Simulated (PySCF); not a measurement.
Orbital picture of SnB

r²SCAN at R = 2.187 Å; PySCF, scalar-relativistic core potentials, basis sets Sn def2-SVP with ECP28, B def2-SVP. State: ⁴Σ⁻ (quartet), unpaired electrons σ ↑, π ↑↑. Only the outer orbitals are listed, counted within each symmetry, core potentials removing the inner ones.

```csv
spin,orbital,occ.,ε (eV),on Sn (%),main shells (%)
α,5σ,1,-13.30,64,"59 Sn s, 32 B s"
α,6σ,1,-9.14,44,"52 B s, 33 Sn s, 10 Sn p"
α,3π,1,-5.53,56,"55 Sn p, 44 B p"
α,3π,1,-5.53,56,"55 Sn p, 44 B p"
α,7σ,1,-5.47,42,"52 B p, 36 Sn p"
α,4π,0,-2.56,47,"52 B p, 46 Sn p"
α,4π,0,-2.56,47,"52 B p, 46 Sn p"
α,8σ,0,0.97,93,"80 Sn p, 18 B p, 9 Sn d"
β,5σ,1,-11.60,69,"66 Sn s, 25 B s"
β,6σ,1,-7.18,54,"46 B s, 28 Sn s, 25 Sn p"
β,3π,0,-3.52,67,"67 Sn p, 32 B p"
β,3π,0,-3.52,67,"67 Sn p, 32 B p"
β,7σ,0,-2.72,30,"41 B p, 29 Sn p, 28 B s"
```

**Question.** Which are the highest filled and the lowest empty level, where do they sit, and how wide is the gap?

**Answer.** Highest filled α 7σ at -5.47 eV (in %: 52 B p, 36 Sn p); lowest empty β 3π at -3.52 eV (in %: 67 Sn p, 32 B p); the gap at r²SCAN is 1.95 eV.

The bond order (Mayer) is 1.85 and the ⟨S²⟩ is 3.754. The charge on Sn (Mulliken, basis-dependent) is 0.17, the charge on Sn (Löwdin, basis-dependent) is 0.18 and the dipole moment (positive dipole means Sn(−)B(+)) is -1.25 D.

Spin–orbit coupling is left out. The state was picked by a PBE0 search and need not be the measured ground state.
